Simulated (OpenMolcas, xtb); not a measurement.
**A ladder of methods for GeH2ClO (SMILES [O][GeH2][Cl])**

The species is GeH2ClO (5 atoms), meant as a doublet with charge 0. As SMILES, `[O][GeH2][Cl]`. The shape is that of a PBE0-D4/def2-TZVP optimisation.

Quantity: the vertical electron affinity (to the singlet anion), in eV. The values are calculated.

The electron affinity is E(neutral) − E(anion): positive where the electron is bound.

```
            level             kind     program  value (eV)  CPU time (all runs)
         GFN1-xTB   semi-empirical         xtb        9.43            under 2 s
    UHF/def2-SVPD     Hartree–Fock  OpenMolcas        0.98                 38 s
 USVWN5/def2-SVPD              LDA  OpenMolcas        3.39                 73 s
   UPBE/def2-SVPD              GGA  OpenMolcas        3.08                 91 s
 UM06-L/def2-SVPD         meta-GGA  OpenMolcas        2.65              1.8 min
  UTPSS/def2-SVPD         meta-GGA  OpenMolcas        2.94              1.8 min
UM06-2X/def2-SVPD  hybrid meta-GGA  OpenMolcas        2.83              1.9 min
```

All-electron rows without a relativistic Hamiltonian named are non-relativistic. Where it was recorded, the anion's HOMO is positive in USVWN5/def2-SVPD, UPBE/def2-SVPD, UM06-L/def2-SVPD, UTPSS/def2-SVPD: a fault of the level (basis or self-interaction), which says nothing on whether the real anion is bound. The values span 0.98 to 9.43 eV. The xTB values lack the empirical shift that such differences need. CPU times are rough (shared hosts, several kinds of processor and program).
